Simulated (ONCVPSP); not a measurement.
# What one change does to a pseudopotential (magnesium (Mg), ONCV)

```json
{
  "Element": "Mg",
  "Generator": "ONCVPSP 4.0.1",
  "Type": "optimised norm-conserving Vanderbilt (ONCV)",
  "Functional": "PBE",
  "Relativity": "scalar-relativistic",
  "Frozen core": "[He]",
  "Valence charge": "10",
  "Reference configuration": "2s2 2p6 3s2",
  "Partial waves": "2s+3s: rc 1.20 bohr, ncon 4, nbas 7, qcut 9.4 1/bohr, 2 projectors; 2p: rc 1.20 bohr, ncon 4, nbas 8, qcut 9 1/bohr, 2 projectors, debl 0.3 Ha",
  "Local potential": "polynomial inside 0.90 bohr (lpopt 5, dvloc0 3 Ha)",
  "Core correction": "none"
}
```

In the p channel the program set the typed energies aside and used -1.713, 0.250 Ha.

All-electron outer shells of the reference configuration (PBE, scalar-relativistic, ld1.x):

```csv
shell,level (eV),outermost node (bohr),outermost maximum (bohr)
1s,-1259.65,–,0.09
2s,-79.85,0.18,0.54
2p,-46.61,–,0.48
3s,-4.70,0.90,2.56
```

Change: s: rc 0.88; local potential polynomial inside 0.88 bohr (lpopt 5, dvloc0 3 Ha).

Cutoffs: the cutoffs (Ha) at which the residual kinetic energy of the hardest occupied pseudo-wave falls to 1 and 0.1 mHa per electron; they do not see the model core or the augmentation charge, which bear on the density cutoff. Errors are all-electron minus pseudo energies relative to the spin-unpolarised reference configuration.

Predict the effect on cutoff, ghosts and configuration errors.

The potential gets neither clearly harder nor softer (50 Ha and 138 Ha → 50 Ha and 141 Ha); the p channel sets the loose cutoff, while the largest relative change is in s, which becomes harder; of the 4 tests that both files solve, the error grows in 0 and shrinks in 2 by more than 15 % and 0.3 meV (median size 1.3 → 1.0 meV); neither file shows a bound ghost.

| quantity | base | changed |
| --- | --- | --- |
| cutoff, loose | 50 Ha | 50 Ha |
| cutoff, tight | 138 Ha | 141 Ha |
| loose cutoff by channel | s 21 Ha, p 50 Ha | s 43 Ha, p 50 Ha |
| bound ghosts | none | none |
| GHOST(+) flags under 300 eV | none | none |
| error for 2s2 2p6 3s1, meV [ΔE 7.96 eV] | -0.3 | -0.2 |
| error for 2s2 2p6 3s0, meV [ΔE 22.99 eV] | -2.3 | -1.7 |
| error for 2s2 2p6 3s1.5, meV [ΔE 3.14 eV] | -0.1 | 0.0 |
| error for 2s1 2p6 3s2, meV [ΔE 91.47 eV] | -405 | -302 |
| p: phases at 1.22 bohr within 0.05 rad from the reference energy up to (Ha; the scan ends near 5) | to the end of the scan | to the end of the scan |
